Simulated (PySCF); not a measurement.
Several orderings of computed values.

Each SMILES stands for a single optimised conformer of the isolated species, non-relativistic unless stated; the electronic structure was computed with PySCF and density fitting.

The conformers computed, where there is a choice (atom-mapped SMILES and torsion angles):
- `[CH3:1]/[C:2]([C:3]#[N:4])=[N:5]\[Si@H:6]([C:7]#[N:8])[CH:9]=[O:10]`: C2–N5–Si6–C7 -127°, N5–Si6–C9–O10 -141°
- `[CH2:1]=[CH:2][C@H:3]1[CH2:4][P@@H+:5]([CH3:6])[CH2:7]1`: C1–C2–C3–C4 123°
- `[CH3:1][N:2]=[P:3]1([N:4]([CH3:5])[CH3:6])[CH:7]=[CH:8]1`: N2–P3–N4–C5 -61°
- `[CH3:1][CH2:2][CH2:3][c:4]1[cH:5][o:6][c:7]([SiH3:8])[cH:9]1`: C1–C2–C3–C4 64°, C2–C3–C4–C5 76°
- `[CH:1]#[C:2][c:3]1[cH:4][cH:5][o+:6][c:7]([O:8][CH3:9])[cH:10]1`: O6–C7–O8–C9 0°
- `[F:1][c:2]1[cH:3][cH:4][c:5](-[n:6]2[n:7][cH:8][cH:9][n:10]2)[cH:11][cH:12]1`: C4–C5–N6–N7 180°
- `[CH:1]#[C:2][C@@:3]([CH3:4])([CH:5]=[O:6])[CH2:7][SiH2:8][CH3:9]`: C2–C3–C5–O6 137°, C2–C3–C7–Si8 -47°, C3–C7–Si8–C9 -41°
- `[CH2:1]=[CH:2][CH2:3][Si@@H:4]1[CH2:5][CH2:6][C@@H:7]1[CH:8]=[O:9]`: C1–C2–C3–Si4 -107°, C2–C3–Si4–C5 -75°, C6–C7–C8–O9 -17°
- `[F:1][c:2]1[n:3][cH:4][n:5][n:6]1-[c:7]1[cH:8][cH:9][cH:10][cH:11][cH:12]1`: N5–N6–C7–C8 -13°
- `[CH:1]#[C:2][SiH2:3][O:4][CH2:5]/[CH:6]=[CH:7]/[CH2:8][CH3:9]`: C2–Si3–O4–C5 -58°, Si3–O4–C5–C6 180°, O4–C5–C6–C7 124°, C6–C7–C8–C9 118°
- `[CH3:1]/[CH:2]=[CH:3]/[P-:4][CH2:5][CH2:6][CH3:7]`: C2–C3–P4–C5 -2°, C3–P4–C5–C6 -77°, P4–C5–C6–C7 179°
- `[CH3:1]/[CH:2]=[CH:3]/[CH:4]=[CH:5]/[C:6]#[C:7][C:8](=[O:9])[O-:10]`: C2–C3–C4–C5 -179°

The conformers of `CC[C@H]1CC[C@H](F)CC1` aren't listed.

(1) Rank by HOMO–LUMO gap, lowest first (PBE0/pcSseg-1 at GFN2-xTB geometries).
A. `[P@H+]1(C[C@H](C=C)C1)C`
B. `c1(OC)cc(cc[o+]1)C#C`
C. `CC[C@H]1CC[C@H](F)CC1`
D. `C(#N)/C(=N/[Si@@H](C=O)C#N)C`
E. `CCCc1coc([SiH3])c1`
F. `CN=P1(N(C)C)C=C1`

(2) Give the two extremes of that set in kcal/mol.

(3) Rank by HOMO energy, highest first (PBE0/pcSseg-1 at GFN2-xTB geometries).
A. `CCCc1coc([SiH3])c1`
B. `C/C(C#N)=N\[Si@H](C#N)C=O`
C. `C#Cc1cc[o+]c(OC)c1`
D. `CN=P1(N(C)C)C=C1`
E. `C#C[C@@](C)(C=O)C[SiH2]C`
F. `FC1=CC=C(N2N=CC=N2)C=C1`

(4) Rank by dipole moment, lowest first (PBE0/pcSseg-1 at GFN2-xTB geometries).
A. `CCCC1=COC([SiH3])=C1`
B. `C#C[C@@](C)(C=O)C[SiH2]C`
C. `C/C(C#N)=N\[Si@H](C#N)C=O`
D. `Fc1ncnn1-c1ccccc1`
E. `CN=P1(N(C)C)C=C1`
F. `C=CC[Si@@H]1CC[C@@H]1C=O`

(5) Rank by smallest rotational constant, lowest first (GFN2-xTB).
A. `C#C[SiH2]OC/C=C/CC`
B. `O(C)c1[o+]ccc(c1)C#C`
C. `C(/C)=C\C=C\C#CC(=O)[O-]`
D. `C#C[C@@](C)(C=O)C[SiH2]C`
E. `CN=P1(N(C)C)C=C1`
F. `c1(ncnn1-c1ccccc1)F`
G. `C/C=C/[P-]CCC`

(6) Give the two extremes of that set in cm⁻¹.

Results:

(1) D (4.60 eV), B (4.89 eV), F (5.36 eV), E (6.35 eV), A (6.48 eV), C (9.70 eV).

(2) `C/C(C#N)=N\[Si@H](C#N)C=O`: 106 kcal/mol; `CC[C@H]1CC[C@H](F)CC1`: 224 kcal/mol.

(3) D (-5.89 eV), A (-6.50 eV), F (-6.84 eV), E (-7.53 eV), B (-7.68 eV), C (-12.22 eV).

(4) A (1.23 D), E (1.75 D), B (2.30 D), D (2.61 D), F (2.78 D), C (5.06 D).

(5) C (0.329 GHz), A (0.393 GHz), F (0.531 GHz), B (0.672 GHz), G (0.886 GHz), D (0.971 GHz), E (1.186 GHz).

(6) `C/C=C/C=C/C#CC(=O)[O-]`: 0.0110 cm⁻¹; `CN=P1(N(C)C)C=C1`: 0.0396 cm⁻¹.
